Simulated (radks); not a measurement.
The numbers below are computed, except where a source is named.
Q: Ionisation ladder of tungsten, from W22+ to W43+. Each ion is in the ground configuration listed by NIST, and IE = E(next ion) - E(this ion). Level of theory: scalar-relativistic Kohn-Sham, r2SCAN, spin-polarised, spherical densities, finite nucleus; open shells are filled with parallel spins first (spin-orbit coupling, left out, can overturn this in heavy ions); meta-GGA in the generalised Kohn-Sham scheme; Fermi nuclear charge, rms radius 5.3658 fm (a radial shooting solver on a logarithmic mesh with Libxc functionals).

| species | configuration | IE, Delta-SCF (eV) | <r> HOMO (bohr) |
|---|---|---|---|
| W22+ | [Kr] 4d10 4f6 | 641.56 | 0.473 |
| W23+ | [Kr] 4d10 4f5 | 686.97 | 0.466 |
| W24+ | [Kr] 4d10 4f4 | 733.41 | 0.458 |
| W25+ | [Kr] 4d10 4f3 | 780.84 | 0.451 |
| W26+ | [Kr] 4d10 4f2 | 829.22 | 0.445 |
| W27+ | [Kr] 4d10 4f1 | 878.52 | 0.438 |
| W28+ | [Kr] 4d10 | ? | 0.449 |
| W29+ | [Kr] 4d9 | ? | 0.445 |
| W30+ | [Kr] 4d8 | 1234.5 | 0.442 |
| W31+ | [Kr] 4d7 | ? | 0.438 |
| W32+ | [Kr] 4d6 | 1332.7 | 0.435 |
| W33+ | [Kr] 4d5 | 1400.7 | 0.431 |
| W34+ | [Kr] 4d4 | 1452.3 | 0.427 |
| W35+ | [Kr] 4d3 | 1504.2 | 0.424 |
| W36+ | [Kr] 4d2 | 1556.3 | 0.421 |
| W37+ | [Kr] 4d1 | ? | 0.418 |
| W38+ | [Kr] | 1860.6 | 0.416 |
| W39+ | [Ar] 3d10 4s2 4p5 | 1912.3 | 0.414 |
| W40+ | [Ar] 3d10 4s2 4p4 | 1962.5 | 0.412 |
| W41+ | [Ar] 3d10 4s2 4p3 | 2034.3 | 0.409 |
| W42+ | [Ar] 3d10 4s2 4p2 | 2087.3 | 0.407 |
| W43+ | [Ar] 3d10 4s2 4p1 | 2138.9 | 0.404 |

Estimate the withheld Delta-SCF values.

A: W28+: 1137.5 eV (NIST 1132); W29+: 1185.8 eV (NIST 1180); W31+: 1283.5 eV (NIST 1283); W37+: 1608.7 eV (NIST 1622).
